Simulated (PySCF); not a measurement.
FNa. Atoms are numbered in the order given.

```xyz
2

Na     0.0000     0.0000    -0.8710
F      0.0000     0.0000     1.0646
```
Charge 0, spin multiplicity 1.

Coordinates come from a B3LYP-D3(BJ)/def2-TZVPD optimisation.

All values below come from TDDFT-LC-ωPBE/def2-TZVPD (PySCF).

Vertical excitations; the highest root listed may be one member of a degenerate set.  State labels are in the subgroup C2v.

```json
[
 {"state": "S1", "symmetry": "B1", "energy (eV)": "5.18", "λ (nm)": "239", "f": "0.019", "main pairs": "HOMO−1→LUMO (degenerate set)"},
 {"state": "S2", "symmetry": "B2", "energy (eV)": "5.18", "λ (nm)": "239", "f": "0.019", "main pairs": "HOMO→LUMO (degenerate set)"},
 {"state": "S3", "symmetry": "A1", "energy (eV)": "5.52", "λ (nm)": "224", "f": "0.046", "main pairs": "HOMO−2→LUMO 78 %"},
 {"state": "S4", "symmetry": "A2", "energy (eV)": "6.92", "λ (nm)": "179", "f": "0.000", "main pairs": "HOMO−1→LUMO+2, HOMO→LUMO+1, HOMO−1→LUMO+5, HOMO→LUMO+4 (degenerate set)"},
 {"state": "S5", "symmetry": "A1", "energy (eV)": "6.92", "λ (nm)": "179", "f": "0.000", "main pairs": "HOMO−1→LUMO+1, HOMO→LUMO+2, HOMO−1→LUMO+4, HOMO→LUMO+5 (degenerate set)"},
 {"state": "S6", "symmetry": "A2", "energy (eV)": "6.93", "λ (nm)": "179", "f": "0.000", "main pairs": "HOMO→LUMO+1 30 %, HOMO−1→LUMO+2 30 %, HOMO→LUMO+4 18 %, HOMO−1→LUMO+5 18 %"},
 {"state": "S7", "symmetry": "B1", "energy (eV)": "7.14", "λ (nm)": "174", "f": "0.007", "main pairs": "HOMO−2→LUMO+1, HOMO−2→LUMO+4 (degenerate set)"},
 {"state": "S8", "symmetry": "B2", "energy (eV)": "7.14", "λ (nm)": "174", "f": "0.007", "main pairs": "HOMO−2→LUMO+2, HOMO−2→LUMO+5 (degenerate set)"},
 {"state": "S9", "symmetry": "A1", "energy (eV)": "7.15", "λ (nm)": "173", "f": "0.018", "main pairs": "HOMO→LUMO+2 33 %, HOMO−1→LUMO+1 33 %, HOMO→LUMO+5 15 %, HOMO−1→LUMO+4 15 %"},
 {"state": "S10", "symmetry": "B1", "energy (eV)": "7.26", "λ (nm)": "171", "f": "0.043", "main pairs": "HOMO−1→LUMO+3 39 %, HOMO−1→LUMO+6 30 %, HOMO−1→LUMO+7 15 %, HOMO−1→LUMO 10 %"},
 {"state": "T1", "symmetry": "B1", "energy (eV)": "5.07", "λ (nm)": "245", "f": "0", "main pairs": "HOMO−1→LUMO, HOMO−1→LUMO+7 (degenerate set)"},
 {"state": "T2", "symmetry": "B2", "energy (eV)": "5.07", "λ (nm)": "245", "f": "0", "main pairs": "HOMO→LUMO, HOMO→LUMO+7 (degenerate set)"},
 {"state": "T3", "symmetry": "A1", "energy (eV)": "5.22", "λ (nm)": "237", "f": "0", "main pairs": "HOMO−2→LUMO 74 %, HOMO−2→LUMO+7 13 %"},
 {"state": "T4", "symmetry": "A1", "energy (eV)": "6.76", "λ (nm)": "183", "f": "0", "main pairs": "HOMO−1→LUMO+1 27 %, HOMO→LUMO+2 27 %, HOMO−1→LUMO+4 18 %, HOMO→LUMO+5 18 %"}
]
```
Triplets are in the Tamm–Dancoff approximation, which puts them higher than full response would, so one can lie above its singlet here.
